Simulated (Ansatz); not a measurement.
Species: sum formula AlBr$_{2}$Cl (charge 0, singlet). 
Coordinates optimised at B3LYP-D3(BJ)/def2-TZVP (Ansatz, a first-principles code):
SMILES: [Br][Al]([Br])[Cl]
```xyz
4

Cl    -0.5643     2.4394    -0.0554
Al    -0.0957     0.4137    -0.0094
Br     2.0445    -0.2310     0.0621
Br    -1.7348    -1.1075    -0.0316
```
Charge 0, spin multiplicity 1.

Total electronic energies in hartree. Valence correlation only, unless marked. No spin-orbit coupling. Frozen are the shells of the preceding noble gas and the d and f shells that filled before the atom's block. Non-relativistic. Basis-set limits of correlation are two-point, X^-3; Hartree-Fock from the larger set.

```
level                                        program  energy (Eh)
------------------------------------  --------------  -----------
revPBE-D4/def2-TZVPD                  Ansatz + dftd4  -5850.60087
CAM-B3LYP-D4/def2-TZVPD               Ansatz + dftd4   (withheld)
LC-wPBE/def2-TZVPD                            Ansatz   (withheld)
PBE-QIDH/def2-TZVPD                           Ansatz  -5849.44816
MP2/STO-3G                                    Ansatz  -5783.21325
MP2/CBS(def2-TZVPPD,def2-QZVPPD)              Ansatz   -5847.2921
CCSD/6-31G                                    Ansatz  -5845.79700
CCSD(T)/def2-QZVPPD                           Ansatz  -5847.32045
CCSD(T)/CBS(def2-TZVPPD,def2-QZVPPD)          Ansatz   -5847.3655
```

**Question.** What belongs in the gaps?

**Answer.** 
- CAM-B3LYP-D4/def2-TZVPD, energy (Eh): -5851.45039
- LC-wPBE/def2-TZVPD, energy (Eh): -5850.25243
